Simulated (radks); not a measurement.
Q: Species: Pt63+. Configuration: [Ne] 3s2 3p3 (the NIST ground configuration). All-electron calculation, scalar-relativistic Kohn-Sham, r2SCAN, spin-unpolarised, spherical densities, finite nucleus; meta-GGA in the generalised Kohn-Sham scheme; Fermi nuclear charge, rms radius 5.427 fm. Program: a radial shooting solver on a logarithmic mesh with Libxc functionals. Some entries of the table are withheld. Estimate them.

| orbital | occ. | eigenvalue (eV) | <r> (bohr) |
|---|---|---|---|
| 1s | 2 | -83704.69 | (1) |
| 2s | 2 | (2) | 0.07153 |
| 2p | 6 | -17002.54 | (3) |
| 3s | 2 | (4) | 0.1734 |
| 3p | 3 | -6998.032 | 0.1711 |
| 3d | 0 | -6545.988 | 0.1513 |
| 4s | 0 | (5) | 0.3241 |
| 4p | 0 | -3745.195 | (6) |

A: 
(1) 1s <r> (bohr): 0.01715
(2) 2s eigenvalue (eV): -18812.04
(3) 2p <r> (bohr): 0.06432
(4) 3s eigenvalue (eV): -7534.673
(5) 4s eigenvalue (eV): -3962.031
(6) 4p <r> (bohr): 0.3273
